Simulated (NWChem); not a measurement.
CH₂I cation

```xyz
4

C      0.0000     0.0000     1.6873
I      0.0000     0.0000    -0.2754
H      0.0000     0.9624     2.2361
H      0.0000    -0.9624     2.2361
```
Atoms are numbered in this order, from 1.

All runs: NWChem. Coordinates come from a PBE-D3(BJ)/def2-SVP optimisation. def2 effective core potentials on I; no spin-orbit coupling. Vertical excitations in the gas phase; the lowest state need not have the same character in each row.

```tsv
level	lowest excitation, singlet (eV)	oscillator strength of that lowest state	lowest state with f > 0.02, singlet (eV)	oscillator strength of that bright state	lowest triplet (eV)	orbital gap (eV)
PBE/def2-SVPD, TDA	1.94	0.000	5.76	0.189	1.50	1.70
B3LYP/def2-SVPD, TDA	2.11	0.000	5.54	0.198	1.70	3.35
PBE0/def2-SVPD, TDA	2.16	0.000	5.56	0.204	1.72	3.77
```
